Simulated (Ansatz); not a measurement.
```
atom    x (Å)    y (Å)    z (Å)
   C  -0.0331  -0.0197   0.0319
   H   1.0791   0.0023  -0.0487
   H  -0.5446   0.9942   0.0021
   H  -0.5378  -0.9206   0.0434
```

Basis set: def2-TZVP (spherical functions). Frozen core: 1 orbital. Charge 0, multiplicity 2.

Computed with Ansatz (development build ahead of 0.2.0); each method stands on the lowest determinant of its kind that the runs found.

The atomization energy at this shape (free ground-state atoms in the same class of orbitals less the molecule, no zero-point energy) of doublet CH₃:

```csv
method,atomization energy
UHF,238.75 kcal/mol
```

Question: What does UHF-MP2 give?

Answer: 291.56 kcal/mol.
